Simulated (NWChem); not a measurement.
Program: NWChem. System: ClGa, charge 0, spin multiplicity 1, at a geometry optimised with B3LYP/def2-SVP. The structure started from a generated list of species. Level: CR-CCSD(T)/def2-TZVP, 14 core orbitals frozen.

Output (cleaned and shortened):

```
             Northwest Computational Chemistry Package (NWChem) 7.3.0
             --------------------------------------------------------

                                NWChem Input Module
                                -------------------

 Scaling coordinates for geometry "geometry" by  1.889725989
 (inverse scale =  0.529177249)

 Turning off AUTOSYM since
 SYMMETRY directive was detected!

                             Geometry "geometry" -> ""
                             -------------------------

 Output coordinates in angstroms (scale by  1.889725989 to convert to a.u.)

  No.       Tag          Charge          X              Y              Z
 ---- ---------------- ---------- -------------- -------------- --------------
    1 Ga                  31.0000     0.00000000     0.00000000    -0.79094600
    2 Cl                  17.0000     0.00000000     0.00000000     1.44231300

 Effective nuclear repulsion energy (a.u.)     124.8741906885

            Nuclear Dipole moment (a.u.)
            ----------------------------
        X                 Y               Z
 ---------------- ---------------- ----------------
     0.0000000000     0.0000000000    -0.0000094486

      Symmetry information
      --------------------

 Group name             C2v
 Group number             16
 Group order               4
 No. of unique centers     2

      Symmetry unique atoms

     1    2


 Summary of "ao basis" -> "" (spherical)
 ------------------------------------------------------------------------------
       Tag                 Description            Shells   Functions and Types
 ---------------- ------------------------------  ------  ---------------------
 *                         def2-tzvp                  on all atoms

 Summary of "ao basis" -> "ao basis" (spherical)
 ------------------------------------------------------------------------------
       Tag                 Description            Shells   Functions and Types
 ---------------- ------------------------------  ------  ---------------------
 Ga                        def2-tzvp                16       48   6s5p4d1f
 Cl                        def2-tzvp                13       37   5s5p2d1f

                                 NWChem SCF Module
                                 -----------------

  ao basis        = "ao basis"
  functions       =    85
  atoms           =     2
  closed shells   =    24
  open shells     =     0
  charge          =   0.00
  wavefunction    = RHF
  use symmetry    = T
  symmetry adapt  = T

 Summary of "ao basis" -> "ao basis" (spherical)
 ------------------------------------------------------------------------------
       Tag                 Description            Shells   Functions and Types
 ---------------- ------------------------------  ------  ---------------------
 Ga                        def2-tzvp                16       48   6s5p4d1f
 Cl                        def2-tzvp                13       37   5s5p2d1f

      Symmetry analysis of basis
      --------------------------

        a1         37
        a2          8
        b1         20
        b2         20

 Forming initial guess at       0.1s

      Superposition of Atomic Density Guess
      -------------------------------------

 Sum of atomic energies:       -2382.70237289

      Non-variational initial energy
      ------------------------------

 Total energy =   -2382.740306
 1-e energy   =   -3569.249959
 2-e energy   =    1061.635463
 HOMO         =      -0.290445
 LUMO         =       0.011050

      Symmetry analysis of molecular orbitals - initial
      -------------------------------------------------

 !! scf_movecs_sym_adapt:   56 vectors were symmetry contaminated

  Symmetry fudging

 !! scf_movecs_sym_adapt:   44 vectors were symmetry contaminated

  Numbering of irreducible representations:

     1 a1          2 a2          3 b1          4 b2

  Orbital symmetries:

     1 a1          2 a1          3 a1          4 a1          5 b2
     6 b1          7 a1          8 a1          9 b2         10 b1
    11 a1         12 a1         13 b2         14 b1         15 a1
    16 b2         17 b1         18 a1         19 a2         20 a1
    21 a1         22 b2         23 b1         24 a1         25 b2
[...]
  ----- ------------  ---------------      ----- ------------  ---------------
    64      0.523237  2 Cl py                67      0.359859  2 Cl py
    61      0.241435  2 Cl py                55     -0.191978  2 Cl py

 Vector   24  Occ=2.000000D+00  E=-3.519799D-01  Symmetry=a1
              MO Center= -2.8D-17, -2.0D-15, -6.7D-01, r^2= 3.3D+00
   Bfn.  Coefficient  Atom+Function         Bfn.  Coefficient  Atom+Function
  ----- ------------  ---------------      ----- ------------  ---------------
     6      0.532779  1 Ga s                  5      0.467688  1 Ga s
    65      0.291480  2 Cl pz                68      0.242064  2 Cl pz
    18     -0.223461  1 Ga pz                 4     -0.221124  1 Ga s
     3     -0.154353  1 Ga s

 Vector   25  Occ=0.000000D+00  E= 3.342842D-02  Symmetry=b1
              MO Center=  4.4D-15, -4.6D-30, -8.7D-01, r^2= 4.6D+00
   Bfn.  Coefficient  Atom+Function         Bfn.  Coefficient  Atom+Function
  ----- ------------  ---------------      ----- ------------  ---------------
    19      0.848285  1 Ga px                16      0.287886  1 Ga px
    66     -0.229382  2 Cl px

 Vector   26  Occ=0.000000D+00  E= 3.342842D-02  Symmetry=b2
              MO Center= -2.6D-30,  2.6D-16, -8.7D-01, r^2= 4.6D+00
   Bfn.  Coefficient  Atom+Function         Bfn.  Coefficient  Atom+Function
  ----- ------------  ---------------      ----- ------------  ---------------
    20      0.848285  1 Ga py                17      0.287886  1 Ga py
    67     -0.229382  2 Cl py

 Vector   27  Occ=0.000000D+00  E= 1.198216D-01  Symmetry=a1
              MO Center= -8.0D-15,  7.2D-16, -7.9D-01, r^2= 6.3D+00
   Bfn.  Coefficient  Atom+Function         Bfn.  Coefficient  Atom+Function
  ----- ------------  ---------------      ----- ------------  ---------------
    21      1.198943  1 Ga pz                53     -0.773978  2 Cl s
     6      0.539149  1 Ga s                 68      0.443570  2 Cl pz
    18      0.159640  1 Ga pz

 center of mass
 --------------
 x =   0.00000000 y =   0.00000000 z =  -0.07421938

 moments of inertia (a.u.)
 ------------------
         413.186027246171           0.000000000000           0.000000000000
           0.000000000000         413.186027246171           0.000000000000
           0.000000000000           0.000000000000           0.000000000000

  Mulliken analysis of the total density
  --------------------------------------

    Atom       Charge   Shell Charges
 -----------   ------   -------------------------------------------------------
    1 Ga  31    30.55   2.00  2.00  1.18  0.78  1.04  0.90  5.98  4.43  1.56  0.38  0.18  8.89  1.12  0.00  0.07  0.02
    2 Cl  17    17.45   2.01  0.45  1.52  1.08  0.88  4.18  1.69  1.07  2.86  1.70  0.00  0.01  0.00

       Multipole analysis of the density wrt the origin
       ------------------------------------------------

     L   x y z        total         open         nuclear
     -   - - -        -----         ----         -------
     0   0 0 0     -0.000000      0.000000     48.000000

     1   1 0 0      0.000000      0.000000      0.000000
     1   0 1 0      0.000000      0.000000      0.000000
     1   0 0 1     -1.003117      0.000000     -0.000009

     2   2 0 0    -20.543734      0.000000      0.000000
     2   1 1 0      0.000000      0.000000      0.000000
     2   1 0 1      0.000000      0.000000      0.000000
     2   0 2 0    -20.543734      0.000000      0.000000
     2   0 1 1      0.000000      0.000000      0.000000
     2   0 0 2    -25.381257      0.000000    195.544333

                   NWChem Extensible Many-Electron Theory Module
                   ---------------------------------------------


            General Information
            -------------------
      Number of processors :     1
         Wavefunction type : Restricted Hartree-Fock
          No. of electrons :    48
           Alpha electrons :    24
            Beta electrons :    24
           No. of orbitals :   170
            Alpha orbitals :    85
             Beta orbitals :    85
        Alpha frozen cores :    14
         Beta frozen cores :    14
     Alpha frozen virtuals :     0
      Beta frozen virtuals :     0
         Spin multiplicity : singlet
    Number of AO functions :    85
       Number of AO shells :    29
        Use of symmetry is : on
      Symmetry adaption is : on
         Schwarz screening : 0.10D-09

          Correlation Information
          -----------------------
          Calculation type : Coupled-cluster singles & doubles w/ perturbation
   Perturbative correction : Completely renormalized (T)
            Max iterations :      100
        Residual threshold : 0.10D-05
     T(0) DIIS level shift : 0.00D+00
     L(0) DIIS level shift : 0.00D+00
     T(1) DIIS level shift : 0.00D+00
     L(1) DIIS level shift : 0.00D+00
     T(R) DIIS level shift : 0.00D+00
     T(I) DIIS level shift : 0.00D+00
   CC-T/L Amplitude update :  5-th order DIIS
                I/O scheme : Global Array Library
        L-threshold :  0.10D-05
        EOM-threshold :  0.10D-05
 no EOMCCSD initial starts read in
 TCE RESTART OPTIONS
 SLICE:      F
 D4D5:       F
 quantumc:   F
 qrotation:  F
 pwtce:      F
 qducc:      F
 nacto:                         0
 nrotv:                         0
 nrot:                          0

            Memory Information
            ------------------
          Available GA space size is     249029575 doubles
          Available MA space size is     104843636 doubles

 Maximum block size supplied by input
 Maximum block size        24 doubles

 tile_dim =     24

 -------------------------------------------------

 Global array virtual files algorithm will be used

 Parallel file system coherency ......... OK

 4-electron integrals stored in orbital form

 v2    file size   =          1787661
 4-index algorithm nr.  13 is used
 imaxsize =       30
 imaxsize ichop =        0


CCSD iterations
 ---------------------------------------------------------
 Iter          Residuum       Correlation     Cpu    Wall
 ---------------------------------------------------------
    1   0.1585983659022  -0.3799066597383     0.3     0.3
    2   0.0368300606878  -0.3872399294950     0.3     0.3
    3   0.0126463324835  -0.3946673401337     0.4     0.4
    4   0.0054382825826  -0.3955021891092     0.5     0.5
    5   0.0023402957966  -0.3962827104600     0.5     0.5
    6   0.0006484419477  -0.3965748071548     0.5     0.5
    7   0.0002833659953  -0.3966051542154     0.5     0.5
    8   0.0001274094489  -0.3966082557403     0.5     0.5
    9   0.0000719550074  -0.3966105183327     0.4     0.4
   10   0.0000365600741  -0.3966131493749     0.3     0.3
   11   0.0000103080277  -0.3966155303531     0.3     0.3
   12   0.0000056829103  -0.3966154663361     0.3     0.3
   13   0.0000029742032  -0.3966156305431     0.3     0.3
   14   0.0000019552812  -0.3966155979259     0.3     0.3
   15   0.0000011239525  -0.3966156127223     0.3     0.3
   16   0.0000001666695  -0.3966155970825     0.3     0.3
 -----------------------------------------------------------------
 Iterations converged
 CCSD correlation energy / hartree =        -0.396615597082480
 CCSD total energy / hartree       =     -2383.230227067475880

 Singles contributions

 Doubles contributions
 CR-CCSD(T)

 CR-CCSD[T]  correction energy / hartree =        -0.015049080523374
 CR-CCSD[T] correlation energy / hartree =        -0.411664677605854
 CR-CCSD[T] total energy / hartree       =     -2383.245276147999448
 CR-CCSD(T)  correction energy / hartree =        -0.013885725343605
 CR-CCSD(T) correlation energy / hartree =        -0.410501322426085
 CR-CCSD(T) total energy / hartree       =     -2383.244112792819578

 Task  times  cpu:       30.3s     wall:       30.3s

 Total times  cpu:       30.4s     wall:       30.4s
```

Question: Write an NWChem input that would produce this output.

Answer: One answer among several that fit: 
```
start mol
memory heap 100 mb stack 700 mb global 1900 mb
geometry units angstroms nocenter noautoz
  Ga     0.000000     0.000000    -0.790946
  Cl     0.000000     0.000000     1.442313
  symmetry group C2v
end
basis spherical
  * library def2-tzvp
end
scf
  rhf
  nopen 0
  maxiter 100
  thresh 1e-7
  semidirect memsize 60000000 filesize 0
end
tce
  freeze core 14
  cr-ccsd(t)
  2eorb
  2emet 13
  thresh 1e-6
  maxiter 100
  tilesize 24
end
task tce energy
```
